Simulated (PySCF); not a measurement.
C₃F₆, charge -1, doublet, at a GFN2-xTB geometry (a state made from the parent by changing its charge; the spin is typed, not shown lowest); MP2/def2-SVP (PySCF).

Input for PySCF:
```python
from pyscf import gto, scf, mp

mol = gto.M(
    atom='''
F     2.61961399   -0.16167968    0.51722906
C     1.29270948    0.23703580    0.65338783
F     1.27846866    1.56940562    0.29804702
C     0.32933436   -0.58038697   -0.06206978
F     0.15274132   -1.84779103    0.53246313
C    -0.97651162    0.00065765   -0.37030286
F    -1.73856647    0.55997130    0.67387771
F    -0.90852864    1.00925083   -1.26397875
F    -1.83408364   -0.90069473   -0.90498166
''',
    basis='def2-svp',
    charge=-1,
    spin=1,
    verbose=4,
)

mf = scf.UHF(mol)
mf.kernel()

pt = mp.MP2(mf)
pt.kernel()
print('E(MP2) = %.10f' % pt.e_tot)
```

Output, abridged:

```
PySCF version 2.14.0

[INPUT] verbose = 4
[INPUT] num. atoms = 9
[INPUT] num. electrons = 73
[INPUT] charge = -1
[INPUT] spin (= nelec alpha-beta = 2S) = 1
[INPUT] symmetry False subgroup None
[INPUT] Mole.unit = angstrom
[INPUT] Symbol           X                Y                Z      unit          X                Y                Z       unit  Magmom
[INPUT]  1 F      2.619613990000  -0.161679680000   0.517229060000 AA    4.950352993179  -0.305530315107   0.977421267066 Bohr   0.0
[INPUT]  2 C      1.292709480000   0.237035800000   0.653387830000 AA    2.442866875829   0.447932743717   1.234724051824 Bohr   0.0
[INPUT]  3 F      1.278468660000   1.569405620000   0.298047020000 AA    2.415955626240   2.965746800153   0.563227240043 Bohr   0.0
[INPUT]  4 C      0.329334360000  -0.580386970000  -0.062069780000 AA    0.622351743809  -1.096772419566  -0.117294884812 Bohr   0.0
[INPUT]  5 F      0.152741320000  -1.847791030000   0.532463130000 AA    0.288639262705  -3.491818982128   1.006209487129 Bohr   0.0
[INPUT]  6 C     -0.976511620000   0.000657650000  -0.370302860000 AA   -1.845339519255   0.001242778386  -0.699770988543 Bohr   0.0
[INPUT]  7 F     -1.738566470000   0.559971300000   0.673877710000 AA   -3.285414477652   1.058192394617   1.273444313349 Bohr   0.0
[INPUT]  8 F     -0.908528640000   1.009250830000  -1.263978750000 AA   -1.716870305924   1.907207659690  -2.388573664770 Bohr   0.0
[INPUT]  9 F     -1.834083640000  -0.900694730000  -0.904981660000 AA   -3.465915769145  -1.702066361539  -1.710167485154 Bohr   0.0

nuclear repulsion = 502.59838501267
number of shells = 54
number of NR pGTOs = 216
number of NR cGTOs = 126
basis = def2-svp
ecp = {}

******** <class 'pyscf.scf.uhf.UHF'> ********
method = UHF
initial guess = minao
damping factor = 0
level_shift factor = 0
DIIS = <class 'pyscf.scf.diis.CDIIS'>
diis_start_cycle = 1
diis_space = 8
diis_damp = 0
SCF conv_tol = 1e-09
SCF conv_tol_grad = None
SCF max_cycles = 50
direct_scf = True
direct_scf_tol = 1e-13
number electrons alpha = 37  beta = 36
Set gradient conv threshold to 3.16228e-05
init E= -710.519239779336

cycle= 1 E= -709.281726342623  delta_E= 1.24  |g|= 0.855  |ddm|=  2.4
cycle= 2 E= -709.482159692486  delta_E= -0.2  |g|= 0.547  |ddm|= 0.98
cycle= 3 E= -709.58485223333  delta_E= -0.103  |g|= 0.0679  |ddm|= 0.433
cycle= 4 E= -709.58993243631  delta_E= -0.00508  |g|= 0.027  |ddm|= 0.137
cycle= 5 E= -709.591066319186  delta_E= -0.00113  |g|= 0.0129  |ddm|= 0.068
cycle= 6 E= -709.591561602608  delta_E= -0.000495  |g|= 0.00868  |ddm|= 0.0486
cycle= 7 E= -709.591799625096  delta_E= -0.000238  |g|= 0.00569  |ddm|= 0.0337
cycle= 8 E= -709.591978865523  delta_E= -0.000179  |g|= 0.003  |ddm|= 0.0408
cycle= 9 E= -709.592029583011  delta_E= -5.07e-05  |g|= 0.00156  |ddm|= 0.0231
cycle= 10 E= -709.5920403835  delta_E= -1.08e-05  |g|= 0.000728  |ddm|= 0.0115
cycle= 11 E= -709.592042341184  delta_E= -1.96e-06  |g|= 0.000284  |ddm|= 0.00461
cycle= 12 E= -709.592042577435  delta_E= -2.36e-07  |g|= 0.000133  |ddm|= 0.00154
cycle= 13 E= -709.592042612031  delta_E= -3.46e-08  |g|= 7.22e-05  |ddm|= 0.000416
cycle= 14 E= -709.592042624808  delta_E= -1.28e-08  |g|= 2.99e-05  |ddm|= 0.00032
cycle= 15 E= -709.592042626678  delta_E= -1.87e-09  |g|= 1.48e-05  |ddm|= 0.000115
cycle= 16 E= -709.59204262707  delta_E= -3.92e-10  |g|= 7.43e-06  |ddm|= 5.4e-05
Extra cycle  E= -709.592042627137  delta_E= -6.71e-11  |g|= 4.87e-06  |ddm|= 1.45e-05
converged SCF energy = -709.592042627137  <S^2> = 0.77235439  2S+1 = 2.0222308

******** <class 'pyscf.mp.ump2.UMP2'> ********
nocc = (np.int64(37), np.int64(36)), nmo = (126, 126)
E(UMP2) = -711.079396802549  E_corr = -1.4873541754117
E(SCS-UMP2) = -711.017213287358  E_corr = -1.42517066022121
E_corr(same-spin) = -0.41498578877634
E_corr(oppo-spin) = -1.07236838663536
E(MP2) = -711.0793968025
```
